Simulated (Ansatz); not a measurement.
Relaxation of Cl4FTa (6 atoms, charge 0, multiplicity 1), to a largest force component of 0.02 eV/Å in at most 40 steps.

Method: RKS PBE0-D4/def2-SVP (Ansatz 0.2.0).

```xyz
6
Properties=species:S:1:pos:R:3:forces:R:3
Ta 0.000 0.000 0.000 0.05 0.08 0.00
Cl 2.470 0.000 0.000 -2.71 0.01 0.00
Cl 0.000 0.000 2.470 -0.01 -0.02 -2.27
Cl 0.000 0.000 -2.470 -0.01 -0.02 2.27
Cl -1.235 2.139 0.000 1.36 -2.34 0.00
F -0.965 -1.671 0.000 1.32 2.29 0.00
```

Task: Where does it end, and by what steps?

Result: The forces met the threshold. After 4 steps the energy has fallen by 1.055 eV; Cl2 moved furthest, 0.21 Å.

```json
{"step": "0", "energy less start (eV)": "0.0000", "largest force component (eV/Å)": "2.708", "accepted": "yes"}
{"step": "1", "energy less start (eV)": "-0.9871", "largest force component (eV/Å)": "0.885", "accepted": "yes"}
{"step": "2", "energy less start (eV)": "-1.0508", "largest force component (eV/Å)": "0.320", "accepted": "yes"}
{"step": "3", "energy less start (eV)": "-1.0545", "largest force component (eV/Å)": "0.068", "accepted": "yes"}
{"step": "4", "energy less start (eV)": "-1.0546", "largest force component (eV/Å)": "0.010", "accepted": "yes"}
```

```xyz
6
Properties=species:S:1:pos:R:3
Ta 0.017 0.030 0.000
Cl 2.295 0.121 0.000
Cl -0.044 -0.076 2.323
Cl -0.044 -0.076 -2.323
Cl -1.043 2.048 0.000
F -0.912 -1.579 0.000
```

Run time: 29 s on 2 threads of Arm Neoverse V2, on a shared host, peak memory 0.32 GiB.
